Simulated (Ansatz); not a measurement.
Species: CH5GeO, charge 0, doublet. CH5GeO (SMILES [CH2][O][GeH3], doublet).
B3LYP-D3(BJ)/def2-TZVP minimum from Ansatz (a quantum-chemistry and plane-wave program):
```
O
C 1 1.3543
H 2 1.0811 1 114.93
H 2 1.0858 3 120.73 1 -155.07
Ge 1 1.8073 2 119.71 3 174.47
H 5 1.5304 1 103.89 2 170.17
H 5 1.5371 6 112.73 1 -117.04
H 5 1.5392 6 112.80 7 -126.74
```
Charge 0, spin multiplicity 2.

Quantity: atomisation energy (electronic, to ground-state atoms), in kcal/mol. UHF or UKS for unpaired electrons; spin-orbit terms are left out. Correlated methods leave the cores frozen (noble-gas shells, and filled d and f shells in the p block). No relativity. CBS(X,Y): correlation extrapolated as X^-3, Hartree-Fock from the larger set. A bracket is a step between two methods taken in the basis named. Double hybrids freeze cores in their MP2 part. Where a partner has so few electrons that a lower coupled-cluster level is exact, that level stands in.

CCSD(T)/CBS(cc-pVTZ,cc-pVQZ) + [CCSDT(Q) - CCSD(T)]/cc-pVDZ (Ansatz) gives 598.3 kcal/mol.

Q: What does PBE/def2-TZVPD (Ansatz) give here, and how do the other levels compare?

A: PBE gives 602.4 kcal/mol, 4.1 kcal/mol above it. Differences of the others: r2SCAN/def2-TZVPD (Ansatz) 3.3; PBE0/def2-TZVPD (Ansatz) -6.0; B2PLYP/def2-TZVPD (Ansatz) -9.6; CCSD(T)/CBS(cc-pVTZ,cc-pVQZ) (Ansatz) -0.6 kcal/mol.
